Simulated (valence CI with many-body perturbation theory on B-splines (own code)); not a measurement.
# Level structure of Sn45+

Calculated by relativistic CI+MBPT: three valence electrons over a frozen Dirac-Fock core [He], a basis of 11 s, 11 p, 9 d, 7 f, 5 g, 2 h, 1 i functions for each j, with the one-electron correlation potential Σ1 (screened to all orders), the two-electron term Σ2, the three-electron term Σ3, Breit, model QED; selected single and double excitations, second order for the rest (own B-spline code, finite nucleus).

The last digits are not significant, and no measured levels were compared; by estimate large intervals hold to a few tenths of a per cent, small ones and those within an open d or f shell to about a per cent.

Levels 46 to 90 of 100, with energies above the lowest level, (2s^2 2p1/2) J=1/2. "Leading %" is the weight of the configuration and term that name the level; weights of strongly mixed levels are sums over their largest components and can fall short. In the jj column 3d3/2^4 stands for four electrons in 3d with j = 3/2.

```csv
No.,Configuration,Term,J,E (eV),Leading %,Second component,Leading jj,g
46,2s 2p 3s,2P°,1/2,4782.4,92,7 % 2s 2p 3s 4P°,2s 2p3/2 3s (98 %),0.793
47,2s 2p 3s,2P°,3/2,4786.0,82,12 % 2s 2p 3s 4P°,2s 2p3/2 3s (93 %),1.373
48,2p2 3d,2D,3/2,4803.3,38,36 % 2p2 3d 4F,2p1/2^2 3d3/2 (97 %),0.782
49,2s 2p 3p,2P,1/2,4833.2,57,20 % 2s 2p 3p 2S,2s 2p3/2 3p1/2 (96 %),1.167
50,2p2 3d,2D,5/2,4833.3,30,20 % 2p2 3d 4D,2p1/2^2 3d5/2 (97 %),1.198
51,2s 2p 3p,2D,3/2,4834.3,58,30 % 2s 2p 3p 2P,2s 2p3/2 3p1/2 (88 %),1.001
52,2s 2p 3p,4D,7/2,4837.9,100,,2s 2p3/2 3p3/2 (100 %),1.416
53,2s 2p 3p,2P,3/2,4842.1,41,33 % 2s 2p 3p 4S,2s 2p3/2 3p3/2 (88 %),1.461
54,2s 2p 3p,2D,5/2,4854.1,44,44 % 2s 2p 3p 4P,2s 2p3/2 3p3/2 (93 %),1.380
55,2s 2p 3p,2S,1/2,4854.9,48,27 % 2s 2p 3p 2P,2s 2p3/2 3p3/2 (87 %),1.472
56,2p2 3s,4P,3/2,4883.5,82,9 % 2p2 3s 2P,2p1/2 2p3/2 3s (92 %),1.642
57,2s 2p 3d,4D°,5/2,4883.7,47,21 % 2s 2p 3d 4F°,2s 2p3/2 3d3/2 (97 %),1.241
58,2s 2p 3d,4P°,3/2,4886.2,42,40 % 2s 2p 3d 4D°,2s 2p3/2 3d3/2 (95 %),1.356
59,2s 2p 3d,4F°,7/2,4887.7,47,36 % 2s 2p 3d 4D°,2s 2p3/2 3d3/2 (78 %),1.279
60,2s 2p 3d,4P°,1/2,4887.7,81,12 % 2s 2p 3d 4D°,2s 2p3/2 3d3/2 (93 %),2.251
61,2s 2p 3p,2D,5/2,4892.5,33,32 % 2p2 3s 2D,2s 2p3/2 3p3/2 (50 %),1.314
62,2s 2p 3d,4F°,9/2,4893.8,100,,2s 2p3/2 3d5/2 (100 %),1.323
63,2p2 3s,2P,1/2,4896.4,56,28 % 2p2 3s 4P,2p1/2 2p3/2 3s (85 %),1.314
64,2p2 3s,2D,3/2,4900.1,45,23 % 2p2 3s 2P,2p1/2 2p3/2 3s (73 %),1.076
65,2s 2p 3d,2D°,5/2,4910.1,45,32 % 2s 2p 3d 4P°,2s 2p3/2 3d5/2 (99 %),1.305
66,2s 2p 3p,2D,5/2,4911.2,44,25 % 2p2 3s 2D,2s 2p3/2 3p3/2 (54 %),1.284
67,2s 2p 3d,2D°,3/2,4914.2,43,27 % 2s 2p 3d 4P°,2s 2p3/2 3d5/2 (86 %),1.139
68,2s 2p 3p,2S,1/2,4917.1,64,21 % 2s 2p 3p 2P,2s 2p3/2 3p3/2 (96 %),1.721
69,2s 2p 3p,2P,3/2,4919.0,44,16 % 2p2 3s 2D,2s 2p3/2 3p3/2 (70 %),1.162
70,2s 2p 3d,2F°,7/2,4920.0,71,28 % 2s 2p 3d 4D°,2s 2p3/2 3d5/2 (78 %),1.213
71,2p2 3p,4P°,1/2,4923.2,40,27 % 2p2 3p 4D°,2p1/2 2p3/2 3p1/2 (91 %),1.728
72,2p2 3p,4D°,3/2,4927.9,52,21 % 2p2 3p 2D°,2p1/2 2p3/2 3p1/2 (93 %),1.146
73,2s 2p 3d,2P°,1/2,4931.0,76,15 % 2s 2p 3d 4D°,2s 2p3/2 3d5/2 (92 %),0.710
74,2p2 3p,2F°,5/2,4934.5,38,14 % 2s 2p 3d 2F°,2p1/2 2p3/2 3p1/2 (77 %),1.048
75,2s 2p 3d,2D°,3/2,4950.7,66,22 % 2s 2p 3d 2P°,2s 2p3/2 3d3/2 (84 %),0.922
76,2s 2p 3d,2F°,5/2,4951.4,54,9 % 2s 2p 3d 4F°,2s 2p3/2 3d3/2 (76 %),0.973
77,2s 2p 3d,2P°,1/2,4955.2,87,11 % 2s 2p 3d 4D°,2s 2p3/2 3d3/2 (95 %),0.617
78,2s 2p 3d,2F°,7/2,4961.1,79,10 % 2s 2p 3d 4D°,2s 2p3/2 3d5/2 (96 %),1.173
79,2p2 3p,2P°,3/2,4962.4,40,26 % 2p2 3p 2D°,2p1/2 2p3/2 3p1/2 (97 %),1.342
80,2s 2p 3d,2D°,5/2,4972.2,66,24 % 2s 2p 3d 2F°,2s 2p3/2 3d5/2 (95 %),1.139
81,2s 2p 3d,2P°,3/2,4974.8,80,7 % 2s 2p 3d 4D°,2s 2p3/2 3d5/2 (96 %),1.291
82,2p2 3p,4D°,5/2,4999.0,52,34 % 2p2 3p 4P°,2p1/2 2p3/2 3p3/2 (99 %),1.416
83,2p2 3p,4P°,1/2,5002.9,35,33 % 2p2 3p 2P°,2p1/2 2p3/2 3p3/2 (98 %),1.644
84,2p2 3p,2D°,3/2,5007.9,51,26 % 2p2 3p 4P°,2p1/2 2p3/2 3p3/2 (98 %),1.179
85,2p2 3p,2F°,7/2,5014.1,59,39 % 2p2 3p 4D°,2p1/2 2p3/2 3p3/2 (97 %),1.241
86,2p2 3p,2P°,3/2,5022.9,40,28 % 2p2 3p 4S°,2p1/2 2p3/2 3p3/2 (99 %),1.392
87,2p2 3p,2D°,5/2,5031.0,58,20 % 2p2 3p 2F°,2p1/2 2p3/2 3p3/2 (97 %),1.183
88,2p2 3d,4F,3/2,5036.3,43,29 % 2p2 3d 2P,2p1/2 2p3/2 3d3/2 (98 %),0.930
89,2p2 3d,4F,5/2,5037.6,54,39 % 2p2 3d 2F,2p1/2 2p3/2 3d3/2 (98 %),0.967
90,2p2 3d,4D,1/2,5039.6,80,14 % 2p2 3d 2P,2p1/2 2p3/2 3d3/2 (100 %),0.225
```
